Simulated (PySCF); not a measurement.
Species: C6H9NS.
Bonds: C1–S2, S2–C3, C3–C4 (aromatic), C4–C5 (aromatic), C5–C6 (aromatic), C6–N7 (aromatic), N7–C8, C3–N7 (aromatic). Hydrogens: H9, H10, H11 on C1; H12 on C4; H13 on C5; H14 on C6; H15, H16, H17 on C8.

The geometry is computed with GFN2-xTB (gas phase).

**Question.** Give the optimised bond lengths and angles.

**Answer.** 
```tsv
bond	length (Å)
C1–S2	1.811
S2–C3	1.759
C3–C4	1.374
C4–C5	1.408
C5–C6	1.367
C6–N7	1.361
N7–C8	1.433
C3–N7	1.361
C1–H9, C1–H10, C1–H11	1.086
C4–H12	1.071
C5–H13	1.072
C6–H14	1.072
C8–H15, C8–H16, C8–H17	1.091
```

Bonds in one row agree within 0.01 Å and their mean is given. A selection of angles:
```tsv
angle	degrees
C1–S2–C3	100.1
S2–C3–C4	131.8
S2–C3–N7	119.3
C4–C3–N7	108.9
C3–C4–C5	106.5
C4–C5–C6	107.4
C5–C6–N7	108.7
C6–N7–C8	126.5
C3–N7–C6	108.5
C3–N7–C8	125.0
```

Dihedral angles: C1–S2–C3–C4 0° (synperiplanar).

The 3 C–C bonds span 1.367 Å (C5–C6, aromatic) to 1.408 Å (C4–C5, aromatic), a spread of 0.041 Å. N7 (pyrrole-type nitrogen) is planar (angles 126.5°, 125.0° and 108.5°, sum 360.0°, 0.00 Å off the plane of its three neighbours). The 8 heavy atoms lie in one plane (0.001 Å rms). The 5-membered ring C3–C4–C5–C6–N7 has internal angles of 106.5° to 108.9° (sum 540°, against 540° for a flat polygon); it is planar, 0.00 Å rms from its mean plane, widest ring torsion 0°. Of the pairs four or more bonds apart, C1···H12 is among the closest relative to their van der Waals radii: 2.80 Å, 97 % of the sum of Bondi's values. The C–N distances run from 1.361 Å (C3–N7, aromatic) to 1.433 Å (N7–C8, drawn single), a spread of 0.072 Å. The C–S distances run from 1.759 Å (S2–C3, drawn single) to 1.811 Å (C1–S2, drawn single), a spread of 0.052 Å.

Point group: Cs (tolerance 0.08 Å). Not checked by GFN2-xTB frequencies. One conformer, not necessarily the lowest.
